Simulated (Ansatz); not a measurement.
Cost and result for the atomization energy of `BN([SiH2]C)C(C)(C)C` (24 atoms, 23 bonds).

| atom | x (Å) | y (Å) | z (Å) |
| --- | --- | --- | --- |
| B1 | 0.943 | -0.608 | -1.720 |
| N2 | 0.089 | -0.199 | -0.696 |
| Si3 | -0.900 | 1.194 | -1.151 |
| C4 | 0.109 | 2.759 | -1.210 |
| C5 | 0.014 | -0.791 | 0.661 |
| C6 | -1.359 | -1.433 | 0.850 |
| C7 | 0.224 | 0.313 | 1.697 |
| C8 | 1.082 | -1.855 | 0.866 |
| H9 | 0.878 | -0.007 | -2.760 |
| H10 | 1.724 | -1.504 | -1.610 |
| H11 | -1.521 | 0.927 | -2.472 |
| H12 | -2.002 | 1.363 | -0.165 |
| H13 | 0.922 | 2.665 | -1.933 |
| H14 | -0.515 | 3.607 | -1.505 |
| H15 | 0.545 | 2.980 | -0.233 |
| H16 | -2.162 | -0.702 | 0.738 |
| H17 | -1.440 | -1.872 | 1.847 |
| H18 | -1.510 | -2.225 | 0.113 |
| H19 | -0.539 | 1.092 | 1.616 |
| H20 | 1.206 | 0.774 | 1.570 |
| H21 | 0.166 | -0.099 | 2.707 |
| H22 | 1.002 | -2.242 | 1.884 |
| H23 | 0.960 | -2.689 | 0.174 |
| H24 | 2.086 | -1.447 | 0.732 |

The species carries charge 0 and has multiplicity 1. The structure was optimised at the PBE0-D4/def2-TZVP level. It is one conformer, not always the lowest. Program: Ansatz. All runs use 4 threads of an AMD EPYC 7R13 on a shared host and a share of an NVIDIA H100 80 GB. Times are those of one run each, without the atoms' runs, and a repeat can differ threefold. Electronic energies, without spin–orbit coupling; frozen cores. CCSD(T)/CBS adds CCSD(T) − MP2 in def2-TZVPP to the MP2 limit, and its time is that of the two runs behind it. T1 = 0.011. HSE06 is the plane-wave form, built on full-range PBE exchange.

CCSD(T)/CBS is a level of theory with its own doubt, some kJ/mol a heavy atom from the limit and from the frozen cores, so smaller differences don't rank the functionals.

```csv
level,functions,atomization (kJ/mol),difference from CCSD(T)/CBS,per bond
CCSD(T)/def2-SVP,196,8813.0,-389.1,-16.9
B2PLYP/def2-TZVPP,483,9114.3,-87.8,-3.8
ωB97M-V/def2-TZVPP (with forces),483,9243.2,41.1,1.8
HSE06-D4/def2-TZVPP,483,9247.2,45.1,2.0
MP2/def2-QZVPP,949,9196.1,-6.0,-0.3
CAM-B3LYP-D4/def2-TZVPP,483,9267.1,65.0,2.8
CCSD(T)/CBS(def2),–,9202.1,0.0,0.0
r2SCAN-D4/def2-TZVPP (with forces),483,9221.2,19.1,0.8
ωB97X-V/def2-TZVPP,483,9234.6,32.5,1.4
CCSD(T)/def2-TZVPP,483,9002.7,-199.4,-8.7
BLYP-D4/def2-TZVPP,483,9168.1,-34.0,-1.5
PBE0-D4/def2-TZVPP,483,9243.2,41.1,1.8
PBE-QIDH/def2-TZVPP,483,9180.5,-21.6,-0.9
```

**Question.** Order the runs by time, with rough figures. (Estimate.)

**Answer.** Ansatz gave: BLYP-D4/def2-TZVPP 2.2 s; PBE0-D4/def2-TZVPP 2.5 s; CAM-B3LYP-D4/def2-TZVPP 2.7 s; ωB97X-V/def2-TZVPP 3.2 s; HSE06-D4/def2-TZVPP 3.2 s; r2SCAN-D4/def2-TZVPP (with forces) 3.3 s; CCSD(T)/def2-SVP 3.8 s; B2PLYP/def2-TZVPP 5 s; PBE-QIDH/def2-TZVPP 5 s; MP2/def2-QZVPP 6 s; ωB97M-V/def2-TZVPP (with forces) 7 s; CCSD(T)/def2-TZVPP 34 s; CCSD(T)/CBS(def2) 40 s.

Leaving LDA and LC-ωPBE aside and taking each functional with its dispersion term where it has one, the values, not all of them listed here, spread over 279.0 kJ/mol, from BHLYP-D4 to PBE-D4. LDA lies +1117.8 kJ/mol from PBE without D4, its usual overbinding. From BLYP to BHLYP (50 % exact exchange), in def2-TZVPP and without D4, the atomization energy moves by −53.0 kJ/mol: exact exchange takes away binding that semilocal exchange gives to molecules. The D4 term adds +101.3 kJ/mol with B3LYP and +54.9 kJ/mol with PBE0; it sums over pairs of atoms, weighted by their polarisabilities, and B3LYP, whose exchange is more repulsive, gets the larger term.

B3LYP here is the variant with VWN-RPA as its local correlation; programs differ in this.
